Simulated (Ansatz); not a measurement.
Consider the substitution at a C–C bond: `NCCO` + `[SiH3]S` → `NCS[SiH3]` + CH₃OH.

Computed with Ansatz on PBE0-D4/def2-TZVP structures; ΔE is electronic, products minus reactants. CCSD(T)/CBS adds triple-zeta CCSD(T) − MP2 to the extrapolated MP2 energy (def2 sets, frozen cores). This one scheme is used for every species. Functionals use def2-TZVPP. Each species was taken in one conformer, which may not be the lowest.

`NCCO`:

Z-matrix (Å, degrees):
```
C
C 1 1.507
N 1 1.452 2 109.8
H 1 1.102 2 108.1 3 125.1
H 1 1.095 2 108.2 3 -119.0
O 2 1.418 1 107.7 3 -64.9
H 2 1.098 1 109.7 3 174.4
H 2 1.097 1 109.0 3 55.4
H 3 1.013 1 108.8 2 58.0
H 3 1.012 1 110.8 2 175.8
H 6 0.959 2 108.8 1 167.1
```

`[SiH3]S`:

Z-matrix (Å, degrees):
```
Si
S 1 2.137
H 1 1.485 2 111.6
H 1 1.485 2 111.6 3 -122.0
H 1 1.482 2 104.8 3 119.0
H 2 1.344 1 94.7 3 60.9
```

`NCS[SiH3]`:

Z-matrix (Å, degrees):
```
C
S 1 1.833
N 1 1.438 2 108.0
H 1 1.099 2 107.9 3 -125.3
H 1 1.091 2 108.3 3 117.8
Si 2 2.124 1 99.2 3 152.9
H 3 1.012 1 111.1 2 166.9
H 3 1.012 1 111.4 2 -71.6
H 6 1.483 2 106.2 1 -176.4
H 6 1.489 2 110.7 1 -56.6
H 6 1.488 2 112.4 1 63.9
```

CH₃OH:

```xyz
6

C     0.141   -0.317   -0.079
O    -0.655    0.830   -0.264
H    -0.012   -0.957   -0.949
H    -0.145   -0.885    0.815
H     1.210   -0.079   -0.015
H    -0.538    1.408    0.492
```

**Question.** Is it downhill or uphill in electronic energy at CCSD(T)/CBS, and by how much? (Estimate.)

**Answer.** Ansatz gave: Uphill: ΔE = +0.33 eV.

**Question.** What do these levels give: LDA (SPW92), PBE-D4, r2SCAN-D4, r2SCANh-D4, BHLYP-D4, BLYP, HF/def2-SVP, CCSD/def2-SVP, HF/def2-TZVPP, HF/def2-QZVPP, MP2/def2-QZVPP, SCS-MP2/def2-QZVPP? (Best estimate.)

**Answer.** The calculation gave: LDA (SPW92) 0.36, PBE-D4 0.26, r2SCAN-D4 0.32, r2SCANh-D4 0.33, BHLYP-D4 0.33, BLYP 0.28, HF/def2-SVP 0.52, CCSD/def2-SVP 0.51, HF/def2-TZVPP 0.40, HF/def2-QZVPP 0.40, MP2/def2-QZVPP 0.32, SCS-MP2/def2-QZVPP 0.32 eV.

Largest T1 diagnostic among the species: 0.011.

In def2-TZVPP, CCSD(T) changes the Hartree–Fock value by −0.04 eV (the triples alone add −0.02 eV) and MP2 by −0.06 eV. From PBE to PBE0 (25 % exact exchange), in def2-TZVPP and without D4, ΔE moves by +0.04 eV. Leaving LDA and LC-ωPBE aside and taking each functional with its dispersion term where it has one, the values, not all of them listed here, spread over 0.12 eV, from revPBE-D4 to CAM-B3LYP-D4. LDA lies +0.08 eV from PBE without D4.
